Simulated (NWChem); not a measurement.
# SnF cation, singlet; SMILES [F][Sn+]

```xyz
2

Sn     0.0000     0.0000    -0.2403
F      0.0000     0.0000     1.6634
```
Atoms are numbered in this order, from 1.

Low-valent species are run as closed-shell singlets; no triplet was tried in these runs. All runs use the structure optimised with PBE0/def2-SVP. def2 effective core potentials on Sn; no spin-orbit coupling.

Q: List the 4 lowest vertical singlet excitations from PBE/def2-SVPD with def2 effective core potentials on Sn, full TDDFT (NWChem).

A: 
```json
[
 {"state": "S1", "energy (eV)": "5.42", "oscillator strength": "0.000", "leading excitation (squared amplitude)": "HOMO−2 → LUMO+1 (0.50)"},
 {"state": "S2", "energy (eV)": "5.55", "oscillator strength": "0.000", "leading excitation (squared amplitude)": "HOMO−2 → LUMO+1 (0.50)"},
 {"state": "S3", "energy (eV)": "5.55", "oscillator strength": "0.000", "leading excitation (squared amplitude)": "HOMO−2 → LUMO (0.50)"},
 {"state": "S4", "energy (eV)": "5.60", "oscillator strength": "0.060", "leading excitation (squared amplitude)": "HOMO → LUMO (0.97)"}
]
```
